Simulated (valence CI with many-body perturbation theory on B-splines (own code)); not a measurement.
**Gd XXVI: magnetic and hyperfine properties of the levels**

Calculated by configuration interaction combined with many-body perturbation theory (CI+MBPT): three valence electrons over a frozen Dirac-Fock core [Kr], a basis of 7 s, 7 p, 8 d, 6 f, 4 g, 1 h functions for each j, with the one-electron correlation potential Σ1 (screened to all orders), the two-electron term Σ2, the three-electron term Σ3, Breit, model QED; selected single and double excitations, second order for the rest, scaled by the run's own slope (own B-spline code, finite nucleus).

No measured levels were compared; by estimate terms of the open shell hold to 2 to 4 % of their energy, and close levels can change places. The list stops below the first excitations out of the core.

A/g_I is the dipole constant over the nuclear g factor μ/I (μ in nuclear magnetons, uniformly magnetised nucleus), B/Q the quadrupole constant per barn. Both hold the static response of the core; the bare values leave it out. Large factors of s and p1/2 electrons are usually good to 5 to 10 %; those of open d and f shells near neutrality can be off by tens of per cent, and small factors of p3/2, d and f electrons come from cancelling terms and can be off by a factor of two or in sign, in half-filled shells by more. B is blank for J = 1/2, where it vanishes, and for nearly pure S terms. Energies count from the lowest level.

Levels are named by their leading jj configuration (3d3/2^4 stands for four electrons in 3d with j = 3/2), which in mixed levels can hold well under half, so a name can repeat and another be missing. Letters in brackets count levels of one name in rising energy.

| Level | E (cm⁻¹) | g | A/g_I (MHz) | A/g_I bare | B/Q (MHz/b) | B/Q bare |
| --- | --- | --- | --- | --- | --- | --- |
| (4d3/2^3) J=3/2 | 0.0 | 0.602 | 14000 | 13200 | -6670 | -6390 |
| (4d3/2^2 4d5/2) J=5/2 [a] | 45088 | 1.045 | 7630 | 7520 | -3870 | -3720 |
| (4d3/2^2 4d5/2) J=3/2 | 63382 | 1.280 | 5790 | 6040 | -3120 | -2990 |
| (4d3/2^2 4d5/2) J=7/2 | 65771 | 1.106 | 7630 | 7610 | 578 | 533 |
| (4d3/2^2 4d5/2) J=9/2 | 71385 | 1.094 | 8220 | 8170 | 7170 | 6830 |
| (4d3/2^2 4d5/2) J=1/2 | 73753 | 1.963 | -7200 | -5820 |  |  |
| (4d3/2^2 4d5/2) J=5/2 [b] | 112150 | 1.456 | 2890 | 3420 | 9580 | 9130 |
| (4d3/2 4d5/2^2) J=7/2 [a] | 115410 | 1.043 | 6980 | 6870 | 1570 | 1500 |
| (4d3/2 4d5/2^2) J=9/2 | 122490 | 1.132 | 6490 | 6520 | 4000 | 3800 |
| (4d3/2 4d5/2^2) J=3/2 [a] | 134610 | 1.155 | 7000 | 7050 | -8360 | -7990 |
| (4d3/2 4d5/2^2) J=1/2 | 140840 | 1.368 | -2040 | -1570 |  |  |
| (4d3/2 4d5/2^2) J=11/2 | 146710 | 1.089 | 7300 | 7260 | 17900 | 17100 |
| (4d3/2 4d5/2^2) J=5/2 [a] | 153430 | 1.150 | 4350 | 4440 | 10600 | 10100 |
| (4d3/2 4d5/2^2) J=5/2 [b] | 161520 | 1.068 | 7280 | 7210 | -1290 | -1230 |
| (4d3/2 4d5/2^2) J=7/2 [b] | 168810 | 1.114 | 7350 | 7350 | 4000 | 3840 |
| (4d5/2^3) J=9/2 | 189280 | 1.121 | 5530 | 5560 | 3300 | 3160 |
| (4d5/2^3) J=3/2 | 195960 | 1.136 | 7990 | 8000 | 4590 | 4380 |
| (4d3/2 4d5/2^2) J=3/2 [b] | 234660 | 0.881 | 9800 | 9430 | 7380 | 7050 |
| (4d5/2^3) J=5/2 | 251310 | 1.156 | 5430 | 5510 | 3440 | 3290 |

Take the isotope of mass number 155, with I = 3/2, μ = -0.2591 μN and Q = 1.27 b. What is the hyperfine structure of (4d3/2 4d5/2^2) J=7/2 [a]?

From the table A = -1210 MHz, B = 1990 MHz. Shifts from the centre of gravity in MHz: F = 2: 9230, F = 3: 4180, F = 4: -1230, F = 5: -5860.
